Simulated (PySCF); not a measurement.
**Substituent chemical shifts**

Parent skeleton `[CH3:1][CH2:2][B:3]([F:4])[F:5]`; one hydrogen on atom 1 is replaced by X. Hydrogens on one atom are averaged.

Rapidly exchanging positions averaged, single conformer, relativity neglected, isolated molecule. Structure optimised with PBE0-D3(BJ)/def2-SVP; σ from GIAO-PBE0/pcSseg-1; PySCF 2.14.

Scale: 13C (184.41 ppm), 1H (31.27 ppm) against TMS; 11B (100.73 ppm) against BF3·OEt2; CFCl3 for 19F (177.25 ppm) (reference shieldings calculated alike).

Parent (X = H): C1 8.1, C2 6.6, B3 30.3, F4/F5 -64.9, H(C1) 0.98, H(C2) 0.91 ppm. Effects are Δδ = δ(X) − δ(H), positive for deshielding.

Problem. Give Δδ (ppm) for X = CONMe2, CF3, NHSiH3.

Solution. 
```
     X             SMILES     C1     C2    B3  F4/F5  H(C1)  H(C2)
CONMe2  CN(C)C(=O)CCB(F)F  +19.8   +2.4  +0.3   -0.2  +1.11  +0.48
   CF3    FB(F)CCC(F)(F)F  +21.9   -0.1  -0.5   +1.3  +0.86  +0.34
NHSiH3     FB(F)CCN[SiH3]  +33.7  +13.6  -1.2   +1.2  +1.85  +0.18
```

Problem. Which position responds most, and to which substituents?

Solution. C1: from +19.8 ppm with CONMe2 to +33.7 ppm with NHSiH3.

Unscaled 19F shifts against computed CFCl3 carry errors that often reach 10 to 50 ppm.
